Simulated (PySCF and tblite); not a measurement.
Values are calculated unless marked as measured or tabulated.
System: C2H9B2FN2, numbered as in [CH3:1][N:2]([CH3:3])[BH:4][NH:5][BH:6][F:7].

Motion: rotation about the B4–N5 bond (torsion N2–B4–N5–B6 from 180° to 324°, rising). GFN2-xTB gives an electronic barrier of 5.8 kcal/mol and a reaction energy of 2.1 kcal/mol.

Q: What does PBE/pcSseg-1 + D3(BJ), IEF-PCM tetrahydrofuran give on GFN2-xTB geometries?

A: A barrier of 8.5 kcal/mol, 2.7 above the tight-binding barrier (from unrounded values), a reaction energy of 3.4 kcal/mol and, with GFN2-xTB thermal terms, ΔG‡(298 K) = 8.4 kcal/mol and k = 8.2×10⁶ s⁻¹ (2 equivalent paths).

Programs: tblite and PySCF.
